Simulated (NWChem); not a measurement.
System: AlH4 anion; SMILES [AlH4-]

Program: NWChem. Medium grid unless said otherwise, to which SCAN and Minnesota functionals are sensitive. All runs use the structure optimised with B3LYP/def2-SVPD. B3LYP is NWChem's, with the RPA form of VWN correlation.

For level B3LYP/aug-cc-pVDZ:

| Quantity | Value |
|---|---|
| highest occupied level (eV) | -2.18 |
| orbital gap (eV) | 5.23 |

What are these values for level r2SCAN/aug-cc-pVDZ?

The highest occupied level (eV) is -1.43 and the orbital gap (eV) is 4.91.
